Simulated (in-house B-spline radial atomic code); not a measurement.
Atomic self-consistent-field run: Nb IV (Nb3+). Method: scalar-relativistic (X2C) PBE, spherical fractional occupations, Fermi nucleus of rms radius 4.324 fm, inside a hard spherical wall at 4 bohr. Calculated with an all-electron radial atomic-structure program (B-spline basis).

Command:
```bash
python run_scf.py task.json out
```
Settings (nuclear radius in fm, mass in u):
```
Z                41
configuration    [Ar] 3d10 4s2 4p5 4d3
hamiltonian      x2c
method           pbe,pbe
spin_polarised   False
nucleus          fermi
rms_radius       4.324
atomic_mass      92.90637
speed_of_light   137.035999084
wall_radius      4.0
```

Output (hartree, bohr):
```
 radial grid: 62 intervals, B-splines of order 8, outer radius 4 bohr

 iter        energy (Eh)    residual
    1       -3811.574637    4.12e-01
    2       -3814.148906    2.52e-01
    3       -3815.873777    4.07e-02
    4       -3815.927305    9.32e-03
    5       -3815.929785    4.63e-03
    6       -3815.930379    1.37e-03
    7       -3815.930415    7.60e-05
    8       -3815.930415    3.31e-06
    9       -3815.930415    1.62e-07

 total energy                     -3815.93042
 kinetic                            3950.3986
 electron-nucleus                  -9171.3873
 Hartree                            1523.4876
 exchange-correlation               -118.4292

 orbital      occ     eigenvalue          <r>       <r^2>       <1/r>       r_max
 1s         2.000      -691.4621     0.035609  0.00172155     43.7338     0.02292
 2s         2.000       -97.7940     0.157657   0.0293648     9.76704      0.1331
 2p         6.000       -87.4763     0.137529   0.0231319     9.29881      0.1062
 3s         2.000       -17.3427     0.442975    0.225013     3.30041      0.3957
 3p         6.000       -13.9658     0.445514    0.231224     3.10069      0.3894
 3d        10.000        -8.4371     0.432681    0.225702     2.85611      0.3345
 4s         2.000        -3.3062       1.1424       1.476     1.19712       1.027
 4p         5.000        -2.4086      1.26347     1.81886     1.06029       1.112
 4d         3.000        -1.1327      1.61436     2.98371    0.801018       1.374

 Slater integrals (Eh)
   F0(4p,4p)                     0.712026
   F2(4p,4p)                     0.375847
   F0(4p,4d)                     0.618636
   F2(4p,4d)                     0.308231
   G1(4p,4d)                     0.384029
   G3(4p,4d)                     0.235484
   F0(4d,4d)                     0.556809
   F2(4d,4d)                     0.287358
   F4(4d,4d)                     0.190032
```

Run time, properties included: 0.08 s on 1 thread of Arm Neoverse V2, with other jobs on the host.

One-electron X2C: radii and densities carry no picture-change correction, so inner-shell <1/r> comes out high (for 1s by about 2 % at Z = 33, 5 % at 54, 10 % at 75, 30 % at 118) and <r> low.
